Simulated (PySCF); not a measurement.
Two species compared at the same levels of theory.

First species: C₆H₁₃NOSi.
Numbering: `[CH3:1][NH:2][C:3](=[O:4])/[CH:5]=[CH:6]/[SiH:7]([CH3:8])[CH3:9]` (hydrogens: H10, H11, H12 on C1; H13 on N2; H14 on C5; H15 on C6; H16 on Si7; H17, H18, H19 on C8; H20, H21, H22 on C9)

Second species: C8H8.
InChI=1S/C8H8/c1-4-7-6(3)8(7)5-2/h1,5,7-8H,2-3H2/t7-,8-/m1/s1

Levels: PBE0/pcSseg-1 for dipole moment, HOMO energy, LUMO energy and HOMO–LUMO gap; GFN2-xTB for rotational constant A and rotational constant C. Geometries: GFN2-xTB. All species are isolated and taken at one optimised geometry, non-relativistic unless stated; the electronic structure was computed with PySCF and density fitting.

The conformers computed, where there is a choice (atom-mapped SMILES and torsion angles):
- `[CH3:1][NH:2][C:3](=[O:4])/[CH:5]=[CH:6]/[SiH:7]([CH3:8])[CH3:9]`: C1–N2–C3–O4 -2°, N2–C3–C5–C6 -175°, C5–C6–Si7–C8 135°
- `[CH:1]#[C:2][C@@H:3]1[C:4](=[CH2:5])[C@H:6]1[CH:7]=[CH2:8]`: C4–C6–C7–C8 -149°

Values for the first species:

- Dipole moment: 3.62 D
- HOMO energy: -7.31 eV
- LUMO energy: -1.15 eV
- HOMO–LUMO gap: 6.16 eV
- Rotational constant A: 3.261 GHz
- Rotational constant C: 0.462 GHz

(1) Estimate the same properties for the second species, and the change in each.

Results:

(1) 
```csv
property,first,second,second less first
dipole moment,3.62 D,0.64 D,-2.98 D
HOMO energy,-7.31 eV,-7.07 eV,+0.24 eV
LUMO energy,-1.15 eV,-0.29 eV,+0.86 eV
HOMO–LUMO gap,6.16 eV,6.78 eV,+0.62 eV
rotational constant A,3.261 GHz,3.014 GHz,-0.247 GHz
rotational constant C,0.462 GHz,1.045 GHz,+0.583 GHz
```

On the first: The dipole equals about 12.1 × 10⁻³⁰ C·m (1 D = 3.33564 × 10⁻³⁰ C·m).

On the second: A dipole of 0.64 D is allowed in C1, and pure rotational transitions are dipole-allowed. In atomic units the dipole is 0.25 e·bohr (1 au = 2.5417 D).
